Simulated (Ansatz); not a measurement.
CH6OSSn can be A, `O[CH2][SnH2][SH]`, or B, `C[O][SnH2][SH]`.

Program: Ansatz. Geometries: PBE0-D4/def2-TZVP. ΔE: electronic, gas phase. CBS: MP2 limit from def2 TZ/QZ plus the TZ coupled-cluster correction, frozen cores. Functionals use def2-TZVPP. def2 core potentials past Kr. For Sn outer-core shells are correlated without core-valence functions, which leaves a few kJ/mol of doubt a bond. Each species was taken in one conformer, which may not be the lowest.

Task: Which isomer does CCSD(T)/CBS put lower? Give the gap. (An estimate is asked.)

Result: Computed: B, by 9.8 kcal/mol.

Task: Give E(B) − E(A) in kcal/mol with ωB97M-V, MP2/def2-TZVPP, r2SCAN-D4, HF/def2-TZVPP, B2PLYP, CCSD/def2-TZVPP, PBE0-D4. (An estimate is asked.)

Result: Ansatz gave: ωB97M-V -9.2, MP2/def2-TZVPP -9.4, r2SCAN-D4 -9.4, HF/def2-TZVPP -14.4, B2PLYP -10.7, CCSD/def2-TZVPP -10.0, PBE0-D4 -7.7. None reverses the order clearly.

Largest T1 diagnostic: 0.013.

In def2-TZVPP, CCSD(T) changes the Hartree–Fock value by +5.0 kcal/mol (the triples alone add +0.5 kcal/mol) and MP2 by +5.1 kcal/mol.
